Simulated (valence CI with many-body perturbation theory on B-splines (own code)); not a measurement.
## Nd21+: what the settings do

Calculated by configuration interaction combined with many-body perturbation theory (CI+MBPT): three valence electrons over a frozen Dirac-Fock core [Kr], a basis of 6 s, 6 p, 5 d, 5 f, 1 g functions for each j, with the one-electron correlation potential Σ1, the two-electron term Σ2, the three-electron term Σ3, Breit, model QED; selected CI, second order for the rest, scaled by the run's own slope (own B-spline code, finite nucleus).

No measured levels were compared; by estimate terms of the open shell hold to 2 to 4 % of their energy, and close levels can change places. Only levels of the ground parity were solved; by the run's estimate the other parity begins above the list, which can be wrong where configurations are misplaced.

The reference run has the lowest level (4d3/2^3) J=3/2 and an ionisation energy of 639.859 eV. Its largest variational space holds 2609 state functions.

Levels are named by their leading jj configuration (3d3/2^4 stands for four electrons in 3d with j = 3/2), which in mixed levels can hold well under half, so a name can repeat and another be missing. Letters in brackets count levels of one name in rising energy.

Changed runs:
A. correlating orbitals by l 3 3 3 3 1 → 2 3 4 4 3; core polarisation of operators on → off
B. averaging of valence orbitals over low configurations on → off
C. Davidson tolerance 2e-05 → 0.0003
D. highest l in the core sums 6 → 2 (bad on purpose)

Excitation energies of the reference run in cm⁻¹, and shifts in cm⁻¹:

```tsv
Level	Reference	A	B	C	D
(4d3/2^2 4d5/2) J=5/2 [a]	27527	+26	+15	0	+1507
(4d3/2^2 4d5/2) J=7/2	43785	+14	+11	0	+2119
(4d3/2^2 4d5/2) J=3/2	45669	-12	-12	0	-857
(4d3/2^2 4d5/2) J=9/2	50358	-5.6	+4.6	0	+3207
(4d3/2^2 4d5/2) J=1/2	53546	-7.2	-10	0	-918
(4d3/2 4d5/2^2) J=7/2 [a]	78932	-7.3	+2.4	0	+2520
(4d3/2^2 4d5/2) J=5/2 [b]	81226	-9.0	-12	0	-873
(4d3/2 4d5/2^2) J=9/2	83262	+10	+11	0	+4169
(4d3/2 4d5/2^2) J=3/2 [a]	94542	-21	-15	0	-1357
(4d3/2 4d5/2^2) J=1/2	99728	-27	-23	0	-1630
(4d3/2 4d5/2^2) J=11/2	104671	-17	+2.5	0	+6182
(4d3/2 4d5/2^2) J=5/2 [a]	112545	-44	-22	0	-504
Ionisation energy (eV)	639.859	+0.009	+0.006	0	-1.337
```

No effect on these energies: C.
